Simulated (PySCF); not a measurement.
Polarisability and C₆ of Sc (scandium, neutral)

[Ar] 3d1 4s2, 2D determinant. Calculation: PySCF 2.14, in aug-cc-pwCVTZ-DK with one added diffuse shell each of s, p, d, f, g type (11s10p8d5f4g, 152 functions); scalar relativity by spin-free X2C-1e. Coupled (time-dependent) response in atomic units; α is the mean over directions.

```tsv
method	mean α (bohr³)	α xx, yy, zz	C₆ (like pair)	S(−4)
PBE0	128.2	124.4, 124.4, 135.9	1622	8583
```

S(−4) is the Cauchy moment in α(ω) = α(0) + S(−4) ω² + …

Reference α: 97 ± 10 bohr³ (recommended; Schwerdtfeger and Nagle, table of static dipole polarizabilities (2023 update)). Published C₆: 1383 (Chu and Dalgarno (2004); Tang, Norbeck and Certain (1976)).

α(iu) at PBE0:

```json
{"u (hartree)": "0", "α(iu) (bohr³)": "128.2"}
{"u (hartree)": "0.0500", "α(iu) (bohr³)": "110.4"}
{"u (hartree)": "0.100", "α(iu) (bohr³)": "79.19"}
{"u (hartree)": "0.200", "α(iu) (bohr³)": "39.06"}
{"u (hartree)": "0.300", "α(iu) (bohr³)": "22.48"}
{"u (hartree)": "0.500", "α(iu) (bohr³)": "10.78"}
{"u (hartree)": "0.750", "α(iu) (bohr³)": "6.120"}
{"u (hartree)": "1.00", "α(iu) (bohr³)": "4.145"}
{"u (hartree)": "1.50", "α(iu) (bohr³)": "2.379"}
{"u (hartree)": "2.00", "α(iu) (bohr³)": "1.570"}
{"u (hartree)": "3.00", "α(iu) (bohr³)": "0.8379"}
{"u (hartree)": "5.00", "α(iu) (bohr³)": "0.3598"}
```

A single London oscillator, α(iu) = α/(1 + u²/ω²), gives C₆ = (3/4) ω α². Matching the computed C₆ needs ω = 4 × 1622 / (3 × 128.2²) = 0.132 hartree.

The components differ because the open shell of this determinant is not spherical; for a pure term their mean is the scalar polarisability.

⟨S²⟩ = 0.84 against 0.75 shows spin contamination.
